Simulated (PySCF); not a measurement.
# Reading the logs of faulty runs: F2H3Si2

These are calculations, not measurements. They come from PySCF 2.14.0, an open-source quantum chemistry program, on an isolated molecule that a program drew, which may never have been made. The molecule is F2H3Si2 (charge 0, doublet), drawn as the SMILES string `F[Si](F)[SiH3]`.

Each row is a Hartree-Fock (HF) and frozen-core CCSD(T) single point in the cc-pV(D+d)Z basis, meant for a local HF minimum. Run 1 is clean. Each other run has one planted mistake out of seven kinds, and not every kind appears here: one electron removed, one electron added, multiplicity raised by two, geometry at a saddle point, minimal basis STO-3G, one bond length entered in bohr, all coordinates scaled. The reference is restricted for singlets and unrestricted otherwise, and also for a bond in bohr. Adding or removing an electron swaps singlet and doublet. Electrons count all cores. HOMO and LUMO are orbital energies over both spins, the gradient is its largest component, and the lowest frequency (negative if imaginary) is given only where the gradient is small. Bond lengths are over the 6 bonds as drawn. T1 is the CCSD diagnostic: over 0.02 (restricted) or 0.045 (unrestricted) a single reference is doubtful.

Geometry of the clean run:
```xyz
7
F2H3Si2, angstrom
F    -1.7313   -2.6115    1.7501
Si   -2.4146   -1.5090    0.7882
F    -3.4817   -2.3315   -0.1018
Si   -0.7555   -0.5744   -0.6360
H    -0.0880   -1.6284   -1.4317
H     0.2304    0.1245    0.2170
H    -1.4212    0.3974   -1.5307
```

| run | electrons | basis functions | <S^2> | HOMO (eV) | LUMO (eV) | gradient (hartree/bohr) | lowest frequency (cm^-1) | mean bond (Å) | longest bond (Å) | T1 | HF (hartree) | CCSD(T) (hartree) | mistake |
|---|---|---|---|---|---|---|---|---|---|---|---|---|---|
| 1 | 49 | 89 | 0.760 | -9.41 | 0.97 | 4.6e-05 | 92 | 1.6742 | 2.378 | 0.0160 | -778.57793 | -779.17450 | no fault |
| 2 | 49 | 89 | 0.773 | -9.84 | 0.01 | 6.9e-02 | - | 1.8350 | 2.606 | 0.0190 | -778.52778 | -779.13664 | all coordinates scaled |
| 3 | 49 | 89 | 3.759 | -5.22 | -2.75 | 2.5e-02 | - | 1.6742 | 2.378 | 0.0213 | -778.33348 | -778.91903 | multiplicity raised by two |
| 4 | 49 | 89 | 0.794 | -9.38 | 0.57 | 1.2e-02 | - | 2.0269 | 4.494 | 0.0213 | -778.53422 | -779.13496 | one bond length entered in bohr |
| 5 | 49 | 31 | 0.756 | -5.70 | 5.36 | 2.8e-02 | - | 1.6742 | 2.378 | 0.0151 | -769.02414 | -769.16094 | minimal basis STO-3G |
| 6 | 48 | 89 | 0.000 | -19.03 | -7.51 | 8.7e-02 | - | 1.6742 | 2.378 | 0.0188 | -778.26505 | -778.87131 | ? |

**Which mistake was planted in run 6, and what did it cost?**

It counts 48 electrons, one fewer than the clean run, at the same geometry and basis. So the mistake is: one electron removed. Subtracting run 1 and multiplying by 627.51 kcal/mol a hartree, the energy moved by 196.3 kcal/mol in HF and 190.3 kcal/mol in CCSD(T).

